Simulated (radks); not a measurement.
Q: These are the eigenvalues of the occupied orbitals of an atom or ion with whole-number occupations (Ry). Calculated with a radial shooting solver on a logarithmic mesh with Libxc functionals: scalar-relativistic Kohn-Sham, PBEsol, spin-polarised, spherical densities, finite nucleus; Fermi nuclear charge, rms radius of each element as measured or else 0.836 A^(1/3) + 0.57 fm.

| orbital | eigenvalue |
|---|---|
| 1s up | -2529.114 |
| 1s down | -2529.105 |
| 2s up | -397.1316 |
| 2s down | -397.1001 |
| 2p up | -356.8503 |
| 2p down | -356.8219 |
| 3s up | -84.37352 |
| 3s down | -84.34202 |
| 3p up | -71.36372 |
| 3p down | -71.32958 |
| 3d up | -52.06647 |
| 3d down | -52.02691 |
| 4s up | -18.37397 |
| 4s down | -18.24184 |
| 4p up | -14.22973 |
| 4p down | -14.09526 |
| 4d up | -8.17052 |
| 4d down | -8.02761 |
| 5s up | -4.75467 |
| 5s down | -4.53127 |
| 5p up | -3.70054 |
| 4f up | -2.22080 |

Which element is it, and in what charge state? The configuration may be excited. Open shells, if any, are filled with parallel spins first.

A: Z = 54, xenon, charge +4: Xe4+ in [Kr] 4d9 5s2 5p2 4f1. The list shows which subshells hold electrons but not how many an open one holds; the 1s level, -1264.6 hartree, gives Z - s = 50.3 by -(Z - s)^2/2, which with screening and relativity narrows Z to a few neighbours, and the depths of the outer levels then fix element, charge and occupations together.
